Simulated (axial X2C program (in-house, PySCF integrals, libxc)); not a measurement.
## InN⁻ at several levels of theory

Computed with an in-house all-electron X2C program for linear molecules (integrals from PySCF). Spin-free means the one-electron spin-free X2C Hamiltonian; two-component (2c) means X2C with spin–orbit coupling and atomic mean-field two-electron Coulomb and Gaunt terms, so the difference of the two also holds small scalar two-electron terms. Basis: In dyall-acv3z [12s13p10d5f1g], N dyall-av3z [7s7p3d2f] (cores contracted in-house); Gaussian nuclei, density fitting, unrestricted open shells. Masses: In 114.904 u, N 14.003 u.

Input:
```json
{"zs": [49, 7], "q": -1, "bas": ["dyall-acv3z", "dyall-av3z"], "levels": ["PBE0", "HF", "BHandHLYP"], "cc": true, "r0": 1.96, "thr": -1.0, "nmax": 90, "npts": 10, "nst": 2, "ntry": 6}
```
```bash
python so2c.py task.json out
```

Keys: zs atomic numbers; q charge; bas basis sets; levels methods; cc coupled cluster on or off; r0 starting distance in Å; thr threshold in hartree for freezing inner shells (an s shell follows its p shell); nmax most natural virtual spinors; npts points on the curve; nst determinants followed; ntry starts of the search. HF also brings MP2.

State, spin-free: M_S = 1/2, Λ = 1 (beyond evenly filled blocks: π+α, π+β, π-α); electrons by block: σα: 13, σβ: 13, π+α: 6, π+β: 6, π-α: 6, π-β: 5, δ+α: 2, δ+β: 2, δ-α: 2, δ-β: 2. Fragments: In- + N.

State, 2c: Ω = 3/2 (⟨Sz⟩ = 0.50, ⟨Lz⟩ = 1.00 at PBE0); electrons by block: 1/2: 19, -1/2: 19, 3/2: 8, -3/2: 7, 5/2: 2, -5/2: 2. Fragments: In- + N.

```
Hamiltonian      level  Re (Å)  ωe (cm⁻¹)  ωexe (cm⁻¹)  Be (cm⁻¹)  De (eV)  D0 (eV)  k (mdyn/Å)  μ (D)
  spin-free       PBE0   2.047      541.1         6.07     0.3224     2.50     2.47        2.15  -3.74
  spin-free         HF   2.203      408.9         4.75     0.2783    0.347    0.322        1.23  -1.95
  spin-free       CCSD   2.068      525.5         6.72     0.3157     2.11     2.07        2.03    n/a
  spin-free    CCSD(T)   2.058      553.5         6.91     0.3187     2.31     2.27        2.25    n/a
  spin-free  BHandHLYP   2.065      488.2          n/a     0.3168     2.20     2.17        1.75  -3.84
         2c       PBE0   2.049      535.5         5.98     0.3218      n/a      n/a        2.11  -3.67
         2c         HF   2.203      406.4         4.79     0.2782      n/a      n/a        1.21  -1.97
         2c       CCSD   2.071      519.7         6.77      0.315      n/a      n/a        1.99    n/a
         2c    CCSD(T)   2.061      546.8         6.91      0.318      n/a      n/a         2.2    n/a
         2c  BHandHLYP   2.068      484.2         4.74     0.3158      n/a      n/a        1.72  -3.74
```

Correlated methods: 9 electrons correlated (number of frozen shells: In 4 s, 3 p, 2 d; N 1 s), 291 virtual spin orbitals or spinors in MP2, 90 natural virtuals in coupled cluster.

Dipoles are positive if N is the positive end and refer to the centre of mass.

One determinant describes the state; a PBE0 search over occupations chose it and may have missed a lower one. Dissociation energies refer to the lowest single-determinant-based atoms at the same level and basis. De is not given where an atomic determinant may have missed its ground term or J level, or where the truncated virtual space spoils (T). Density functionals use the spin component along the axis (collinear). Coupled cluster ran in a truncated set of natural virtual spinors; the MP2 energy of the rest was added. (T) has no such correction and the atoms are truncated less, which lowers De at CCSD(T) by a hundredth of an eV or more. Other states lie close and PBE0, whose exact exchange favours high spin, may order them wrongly; the determinant shown need not be the ground state. The nearest other spin-free determinant of the search, M_S = 1/2, Λ = 0, lies 0.12 eV up at the distance of the search. Without a current term, density functionals place determinants with orbital angular momentum somewhat too high. The highest occupied level of some functionals is positive through self-interaction error; at Hartree–Fock it is bound. The determinant is spin-polarised beyond a pure state at some levels (its spin-free form has ⟨S²⟩ too high), which makes Re and μ there less reliable. The T1 diagnostic is large, a sign of multireference character. The stretched end of a curve changes character and is left out. With the outer-core shells frozen, correlated bond lengths of heavy atoms tend to come out a few hundredths of an ångström too long. Hartree–Fock gets electron affinities wrong, so its lowest charge split need not be the true one.

No reliable constants came from MP2 (2c), MP2 (spin-free): no minimum in range, unconverged points, a curve that is not smooth, a change of character along it, or the two Hamiltonians disagreeing along it.

Rough cost a point (2c) on 1 thread(s) of a shared host, integrals apart: PBE0 1 s, HF 0.7 s, CCSD(T) 6 s, BHandHLYP 1.1 s.
